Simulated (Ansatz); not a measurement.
The molecule TeF, multiplicity 4 (an upper state: multiplicity 2 came lower at CCSD(T)/def2-TZVPP on PBE0 minima). No spin–orbit coupling.

Constants: fifth-degree fit in 1/R to seven points, most abundant isotopes. Runs in def2 and cc sets follow the lowest solution found near the PBE0 minimum.

Codes used: Ansatz (Gaussian orbitals).  In def2 rows elements past Kr take small-core potentials, without spin–orbit coupling.

| level | r_e (Å) | ω_e (cm⁻¹) | B_e (cm⁻¹) | ω_e x_e (cm⁻¹) | dipole (D) |
|---|---|---|---|---|---|
| PBE/def2-TZVPP | 2.141 | 386 | 0.222 | 1.9 | 2.85 |
| PBE0/def2-TZVPP | 2.098 | 415 | 0.231 | 1.9 | 3.13 |
| wB97X-V/def2-TZVPP | 2.097 | 425 | 0.231 | 1.8 | 3.23 |
| CCSD/def2-TZVPP | 2.087 | 424 | 0.234 | 1.8 | - |
| CCSD(T)/def2-TZVPP | 2.091 | 425 | 0.233 | 1.6 | - |

Correlated levels freeze the inner cores; with def2 sets outer-core shells near the valence are correlated too.

Ansatz is a program for electronic structure.
